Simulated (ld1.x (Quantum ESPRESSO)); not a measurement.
## Before and after: TM potential for Hg

mercury, norm-conserving Troullier–Martins (Kleinman–Bylander form), made with ld1.x (Quantum ESPRESSO) 7.5 (PBE, fully relativistic). Core [Kr] 4d10 4f14 5s2, reference 5p6 5d10 6s2 6p0. Waves: 5p (bound): rc 1.45 bohr; 5d (bound): rc 2.10 bohr; 6s (bound): rc 2.05 bohr. Local part: the s channel. Core correction: a·sin(br)/r model core inside 1.30 bohr.

Open shells are filled in proportion to 2j + 1 (rel_dist='average').

Change: wave 5p (bound): rc 1.45 bohr becomes 5p (bound): rc 1.42 bohr.

Cutoffs: the cutoffs (Ry, on a coarse ladder) from which the occupation-weighted sum of valence levels, in a spherical-Bessel basis at the reference potential, stays within 10 and 1 mRy of its value at 400 Ry; they do not see the model core or the augmentation charge, which bear on the density cutoff. Errors are all-electron minus pseudo energies relative to the spin-unpolarised reference configuration.

How do hardness, ghosts and transferability respond?

The potential gets harder (70 Ry and 110 Ry → 80 Ry and 120 Ry); the errors of the 7 common tests hardly move; neither file shows a bound ghost at the reference potential, the only one tested. A smaller radius makes the pseudo-wave follow the all-electron one further in, where it bends more sharply, so more plane waves are needed.

| quantity | base | changed |
| --- | --- | --- |
| cutoff, loose | 70 Ry | 80 Ry |
| cutoff, tight | 110 Ry | 120 Ry |
| bound ghosts | none | none |
| error for 5p6 5d10 6s1 6p0, meV [ΔE 10.70 eV] | -7.4 | -7.4 |
| error for 5p6 5d10 6s0 6p0, meV [ΔE 29.69 eV] | -41 | -42 |
| error for 5p6 5d9 6s0 6p0, meV [ΔE 65.22 eV] | -75 | -75 |
| error for 5p6 5d10 6s1.5 6p0, meV [ΔE 4.36 eV] | -1.4 | -1.4 |
| error for 5p6 5d10 6s1 6p1, meV [ΔE 5.97 eV] | -651 | -651 |
| error for 5p6 5d9 6s2 6p0, meV [ΔE 15.54 eV] | -40 | -40 |
| error for 5p6 5d9 6s2 6p1, meV [ΔE 10.30 eV] | -858 | -859 |
| s: phases at 2.31 bohr within 0.05 rad from the reference energy up to (Ry; the scan ends near 5) | 3.7 | 3.7 |
| p1/2: phases at 2.31 bohr within 0.05 rad from the reference energy up to (Ry; the scan ends near 5) | -1.5 | -1.5 |
| p3/2: phases at 2.31 bohr within 0.05 rad from the reference energy up to (Ry; the scan ends near 5) | -1.0 | -1.0 |
| d3/2: phases at 2.31 bohr within 0.05 rad from the reference energy up to (Ry; the scan ends near 5) | 1.5 | 1.5 |
| d5/2: phases at 2.31 bohr within 0.05 rad from the reference energy up to (Ry; the scan ends near 5) | 1.7 | 1.7 |

Base: These tests converged, but a pseudo level misses the all-electron one widely, so the file describes the atom poorly there or has found another state: 5p6 5d10 6s0 6p0: empty 6p by 2.1 eV; 5p6 5d9 6s0 6p0: empty 6p by 3.1 eV. Changed file: These tests converged, but a pseudo level misses the all-electron one widely, so the file describes the atom poorly there or has found another state: 5p6 5d10 6s0 6p0: empty 6p by 2.1 eV; 5p6 5d9 6s0 6p0: empty 6p by 3.1 eV.
